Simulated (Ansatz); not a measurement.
Start from `[SiH3]S` and change one element to get `[SiH3][TeH]`.

Ansatz, PBE0-D4/def2-TZVP geometries, multiplicity 1. 

Elements past krypton have def2 core potentials.

| property | `[SiH3]S` |
| --- | --- |
| HOMO energy (ωB97M-V/def2-TZVPP) / eV | -9.71 |
| HOMO–LUMO gap (ωB97M-V/def2-TZVPP) / eV | 11.47 |
| HOMO–LUMO gap (PBE0/def2-TZVPP) / eV | 7.60 |
| LUMO energy (ωB97M-V/def2-TZVPP) / eV | 1.76 |
| HOMO–LUMO gap (B3LYP/def2-TZVPP) / eV | 7.11 |
| LUMO energy (PBE0/def2-TZVPP) / eV | 0.09 |

Q: Give the same properties after the change, and the shifts. (Best estimate.)

A: Ansatz gave: 
```json
{"property": "HOMO energy (ωB97M-V/def2-TZVPP) / eV", "`[SiH3][TeH]`": "-8.63", "shift": "1.08"}
{"property": "HOMO–LUMO gap (ωB97M-V/def2-TZVPP) / eV", "`[SiH3][TeH]`": "9.65", "shift": "-1.82"}
{"property": "HOMO–LUMO gap (PBE0/def2-TZVPP) / eV", "`[SiH3][TeH]`": "5.81", "shift": "-1.79"}
{"property": "LUMO energy (ωB97M-V/def2-TZVPP) / eV", "`[SiH3][TeH]`": "1.02", "shift": "-0.74"}
{"property": "HOMO–LUMO gap (B3LYP/def2-TZVPP) / eV", "`[SiH3][TeH]`": "5.37", "shift": "-1.74"}
{"property": "LUMO energy (PBE0/def2-TZVPP) / eV", "`[SiH3][TeH]`": "-0.74", "shift": "-0.83"}
```

With PBE0 the HOMO rises by 0.97 eV and the LUMO falls by 0.83 eV, so the gap narrows by about 1.80 eV. PBE moves the HOMO by 0.76 eV and ωB97M-V by 1.08 eV.

B3LYP here is the variant with VWN-RPA as its local correlation; programs differ in this.

Spin–orbit coupling is left out; it splits and shifts lone-pair levels of the heavy atoms by tenths of an eV.
